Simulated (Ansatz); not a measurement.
`CB(F)[SiH2]O` and `CBB(C)F` differ in one atom or group.

Ansatz, PBE0-D4/def2-TZVP geometries, multiplicity 1. Each molecule was computed in one conformer, which needn't be the lowest.

```
                                          property  `CB(F)[SiH2]O`
size of the dipole moment (ωB97M-V/def2-TZVPP) / D            2.14
                 LUMO energy (PBE/def2-TZVPP) / eV           -2.15
                HOMO energy (PBE0/def2-TZVPP) / eV           -7.54
    size of the dipole moment (PBE/def2-TZVPP) / D            2.11
             LUMO energy (ωB97M-V/def2-TZVPP) / eV            0.82
             HOMO–LUMO gap (B3LYP/def2-TZVPP) / eV            5.97
```

**Question.** Give the same properties after the change, and the shifts. (An estimate is asked.)

**Answer.** Ansatz gave: 
| property | `CBB(C)F` | shift |
| --- | --- | --- |
| size of the dipole moment (ωB97M-V/def2-TZVPP) / D | 1.51 | -0.63 |
| LUMO energy (PBE/def2-TZVPP) / eV | -2.30 | -0.15 |
| HOMO energy (PBE0/def2-TZVPP) / eV | -7.58 | -0.04 |
| size of the dipole moment (PBE/def2-TZVPP) / D | 1.52 | -0.59 |
| LUMO energy (ωB97M-V/def2-TZVPP) / eV | 0.66 | -0.16 |
| HOMO–LUMO gap (B3LYP/def2-TZVPP) / eV | 5.90 | -0.07 |

Dipoles are sizes alone; their direction can turn.

B3LYP here is the variant with VWN-RPA as its local correlation; programs differ in this.
